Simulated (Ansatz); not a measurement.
Stepwise reaction of `BS` with water, as a gas-phase model of exchange steps in deposition or etching. ΔE in kJ/mol; ΔG adds harmonic PBE0-D4 terms to CCSD(T)/CBS, at 1 bar.

Program: Ansatz. Geometries: PBE0-D4/def2-TZVP. ΔE: electronic, gas phase. CBS: MP2 limit from def2 TZ/QZ plus the TZ coupled-cluster correction, frozen cores. This one scheme is used for every species. DFT in def2-TZVPP. B3LYP here is the variant with VWN-RPA as its local correlation; programs differ in this. One conformer a species, not always the lowest.

```csv
step,reaction,PBE-D4,B3LYP-D4,ωB97M-V,CCSD(T)/CBS,ΔG(600 K)
1,`BS` + H₂O → `OBS` + H₂,-101.6,-101.0,-100.6,-95.0,-87.7
2,`OBS` + H₂O → `OB(O)S` + H₂,-94.0,-97.5,-98.4,-92.7,-87.3
```

(1) By hand: ΔE of the 2 steps together at CCSD(T)/CBS.

Results:

(1) (-95.0) + (-92.7) = -187.7 kJ/mol, or -93.8 kJ/mol a step.

In ΔE the steps differ by no more than 2.3 kJ/mol. All are downhill at CCSD(T)/CBS. ΔG lies between -87.7 and -87.3 kJ/mol a step. PBE-D4 differs from CCSD(T)/CBS by -6.6 to -1.3 kJ/mol a step. Isolated molecules leave out the surface, adducts and barriers. Largest T1 diagnostic: 0.015.
